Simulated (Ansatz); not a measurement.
Ansatz (a quantum-chemistry and plane-wave program) input file for Sn(Cl)(OH)(NH2)2 (ClH₅N₂OSn), SMILES [NH2][Sn]([NH2])([OH])[Cl], PBE/def2-SVPD. Geometry optimised at PBE-D3(BJ)/def2-SVP. The def2 effective core potentials stand for the cores of Sn; spin–orbit coupling is left out. Other conformers were not sampled.

Ansatz 0.2 input:
```yaml
crystal:
  periodic: [false, false, false]
  atoms:
    - {symbol: N, position_ang: [-1.52266594, 1.45437234, -0.34603011]}
    - {symbol: Sn, position_ang: [-0.05736629, 0.12091754, 0.19949489]}
    - {symbol: N, position_ang: [1.53562862, 0.96116534, 1.18549411]}
    - {symbol: O, position_ang: [-0.80540089, -1.17060205, 1.52873776]}
    - {symbol: Cl, position_ang: [0.56961073, -1.03198810, -1.79663264]}
    - {symbol: H, position_ang: [-1.61182391, 1.45502308, -1.37246603]}
    - {symbol: H, position_ang: [-1.22647339, 2.40311970, -0.07299717]}
    - {symbol: H, position_ang: [2.35014868, 0.99641756, 0.55495054]}
    - {symbol: H, position_ang: [1.79745461, 0.33004396, 1.95842864]}
    - {symbol: H, position_ang: [-1.77190561, -1.23063064, 1.39394403]}
basis:
  gaussian:
    orbitals: def2-SVPD
hamiltonian:
  xc: {name: PBE}
```

Log of the run:

```
WARN ansatz: RAYON_NUM_THREADS=1 ignored (pool sized by the plan → 1); use --threads N
Functional definition: PBE
integrals: 0.11 GiB planned
1484 factors; their error is unknown
mean field: 0.66 GiB planned
mean field evaluation 1: about -23425.2701 eV, gradient 1.0e2 eV
mean field evaluation 2: about -23305.1207 eV, gradient 2.3e2 eV
mean field evaluation 4: about -23444.4684 eV, gradient 3.2e1 eV
mean field evaluation 8: about -23446.7070 eV, gradient 2.3e-1 eV
mean field evaluation 16: about -23446.6584 eV, gradient 2.5e-4 eV
mean field -23446.65842684 eV, -861.6488044703 hartree, gradient 6.3e-5 eV, S^2 0.000000; 0 other end points of the search recorded, 0 dependent functions left out
reference -23446.65848044 eV, -861.6488064404 hartree; 33, 33 occupied and 129, 129 virtual orbitals, 1484 factors
Total energy: -23446.65848044 eV, -861.6488064404 hartree
```

The calculation finished and met its thresholds.
